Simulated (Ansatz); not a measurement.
Frontier orbitals of `[CH3][Mg][Br]`.

```csv
atom,x (Å),y (Å),z (Å)
C1,0.192,0.174,0.841
Mg2,-0.259,-0.235,-1.134
Br3,-0.769,-0.699,-3.376
H4,-0.693,0.507,1.392
H5,0.946,0.962,0.924
H6,0.583,-0.710,1.353
```

Charge 0, multiplicity 1. Correlated methods include outer-core shells of Br, Mg, which these sets cover unevenly. Scalar relativity is left out up to krypton. All single points use the PBE0-D4/def2-TZVP geometry. Basis def2-TZVPP, Ansatz.

```
             functional  HOMO (eV)  LUMO (eV)  gap (eV)
                    PBE      -6.39      -1.79      4.60
                 B97M-V      -6.65      -1.74      4.91
                   PBE0      -7.56      -1.11      6.45
HSE06 (plane-wave form)      -7.17      -1.46      5.71
                  BHLYP      -8.65      -0.56      8.09
                ωB97M-V      -9.78       0.14      9.92
```

Against PBE, PBE0 changes HOMO and LUMO by −1.17 and +0.68 eV, ωB97M-V by −3.39 and +1.93 eV. A gap of 4.60 eV thus becomes 9.93 eV for the same molecule, so an orbital gap means little without its functional. A positive LUMO is unbound and depends on the basis.
